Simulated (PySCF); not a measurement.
Input of a run on `C=C[C@@H]1C[P@@]1(=O)P`: the job's settings, then the atoms in Å.
```
{"job": {"kind": "uv", "xc": "PBE0", "basis": "def2-SVPD", "solvent": "acetone", "nstates": 6, "ntriplets": 0}, "charge": 0, "multiplicity": 1}
C     -2.727937    -0.549599    -0.037345
C     -1.641738    -0.015175    -0.601125
C     -0.348405     0.168852     0.082241
C      0.488610     1.445293    -0.225949
P      1.179776    -0.073380    -0.882494
O      1.227141    -0.431990    -2.334259
P      2.725519    -0.769317     0.510176
H     -3.653538    -0.676206    -0.603479
H     -2.729151    -0.881050     1.005682
H     -1.676845     0.297276    -1.651678
H     -0.328243    -0.160199     1.127846
H      0.050839     2.117414    -0.973034
H      0.946070     1.968269     0.619844
H      2.686563    -2.093162    -0.022946
H      3.783142    -0.362185    -0.359257
```

Method: TDDFT PBE0/def2-SVPD, vertical, IEF-PCM acetone (non-equilibrium linear response), core orbitals frozen in the response (PySCF, density fitting); geometry PBE0-D3(BJ)/def2-SVP, gas phase, not relaxed in the solvent; ε = 20.49, cavity from Bondi-type radii × 1.2. The static polarisability takes the continuum's full static response.

Question: Give the output.

Answer: 
```
coarse grid: 13640 points
cycle   1  E = -913.9851715408  dE =  9.642e-01  |g| = 8.340e-01  |ddm| = 6.334e+00
cycle   2  E = -913.4674369957  dE =  5.177e-01  |g| = 1.758e+00  |ddm| = 2.950e+00
cycle   3  E = -914.1241536256  dE = -6.567e-01  |g| = 1.713e-01  |ddm| = 1.980e+00
cycle   4  E = -914.1304369142  dE = -6.283e-03  |g| = 7.452e-02  |ddm| = 4.685e-01
cycle   5  E = -914.1319042175  dE = -1.467e-03  |g| = 1.488e-02  |ddm| = 1.739e-01
cycle   6  E = -914.1319619006  dE = -5.768e-05  |g| = 4.071e-03  |ddm| = 4.224e-02
cycle   7  E = -914.1319656909  dE = -3.790e-06  |g| = 1.584e-03  |ddm| = 9.169e-03
final grid: 122872 points
cycle   8  E = -914.2459451722  dE = -2.109e-05  |g| = 1.022e-02  |ddm| = 1.307e-01
cycle   9  E = -914.2459060622  dE =  3.911e-05  |g| = 1.686e-02  |ddm| = 4.143e-02
cycle  10  E = -914.2459701446  dE = -6.408e-05  |g| = 2.433e-03  |ddm| = 2.296e-02
cycle  11  E = -914.2459714680  dE = -1.323e-06  |g| = 1.765e-04  |ddm| = 4.045e-03
cycle  12  E = -914.2459714745  dE = -6.458e-09  |g| = 1.027e-04  |ddm| = 6.266e-04
cycle  13  E = -914.2459714771  dE = -2.566e-09  |g| = 3.150e-05  |ddm| = 2.607e-04
cycle  14  E = -914.2459714773  dE = -2.492e-10  |g| = 1.181e-05  |ddm| = 8.514e-05
converged SCF energy = -914.2459714773

Static polarisability (au): isotropic 148.401, principal 122.874 134.839 187.492

Singlet excitations
state   eV       nm        f      main configurations
  1   5.3095    233.5   0.10050   H->L 0.80, H->L+1 0.10
  2   5.8262    212.8   0.27086   H->L+1 0.78, H->L 0.09
  3   5.9604    208.0   0.29287   H-1->L 0.87
  4   6.1230    202.5   0.02503   H->L+2 0.86
  5   6.3448    195.4   0.03498   H-1->L+1 0.55, H->L+3 0.36
  6   6.4675    191.7   0.01468   H-2->L 0.57, H->L+3 0.20, H-1->L+1 0.17
```

The cycles run first on a coarse grid and then on the final one, and are numbered through; the first dE on the final grid is taken against the last density's energy on that grid. Energies include the polarisation term of the continuum.

Question: The same input without solvent ends at -914.230939 Eh. What does the continuum change?

Answer: The energy falls by 0.015032 Eh, 9.43 kcal/mol; the polarisation term alone is -11.36 kcal/mol. HOMO -6.94 → -6.89 eV, LUMO -0.71 → -0.51 eV, dipole 3.40 → 4.75 D. The SCF took 14 cycles in the solvent and 15 in the gas phase.

The run took 23 s on Intel Xeon 6975P-C, one thread, no GPU, shared host with 192 logical CPUs at a one-minute load of 54, and the process peaked at 1.0 GiB of memory. This is the whole response run at PBE0/def2-SVPD in acetone, SCF included.

The values belong to the conformer `[CH2:1]=[CH:2][C@@H:3]1[CH2:4][P@@:5]1(=[O:6])[PH2:7]`: C1–C2–C3–C4 -143°, H–P7–P5–C4 161°, H–P7–P5–C4 -105°.
